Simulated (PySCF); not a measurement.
C3H6N2Si.
Atom-mapped SMILES: `[CH2:1]=[N:2][SiH2:3][CH2:4][C:5]#[N:6]` (hydrogens: H7, H8 on C1; H9, H10 on Si3; H11, H12 on C4)

Cartesian coordinates in Å at the GFN2-xTB level; atoms count from 1:
```
atom  x, y, z in Å
C1    -2.1559   -0.7221    0.3782
N2    -1.3064   -0.1884   -0.3633
Si3   -0.1238    1.0457   -0.2092
C4     1.5156    0.1136   -0.5713
C5     1.8037   -0.8224    0.4642
N6     2.0028   -1.5655    1.3126
H7    -2.3417   -0.4431    1.4179
H8    -2.7718   -1.5269   -0.0159
H9     0.0232    1.7717    1.0564
H10   -0.4156    1.9323   -1.3318
H11    2.3358    0.8273   -0.6468
H12    1.4353   -0.4228   -1.5170
```

Computed at PBE0/pcSseg-1 (PySCF, non-relativistic), with Q(14N) = 0.02044 b: N2, 14N (I = 1): χzz = -4.907 MHz, η = 0.720; N6, 14N (I = 1): χzz = -4.479 MHz, η = 0.088.

Find the zero-field quadrupole resonance frequencies of 14N at N2.

From ν± = (3/4)|χ|(1 ± η/3) and ν0 = |χ|η/2: ν+ 4.564 MHz, ν− 2.797 MHz, ν0 1.767 MHz (C=N nitrogen).

Where would the pure quadrupole (NQR) lines of 14N at N6 fall for the rigid, isolated species?

From ν± = (3/4)|χ|(1 ± η/3) and ν0 = |χ|η/2: ν+ 3.458 MHz, ν− 3.260 MHz, ν0 0.198 MHz (nitrile nitrogen).

In a crystal, neighbours and librations shift these lines. GFN2-xTB bond lengths can be off by several hundredths of an ångström, more for odd bonds, and the gradients follow them. The small basis limits the accuracy of the gradients.

One conformer stands for the species.
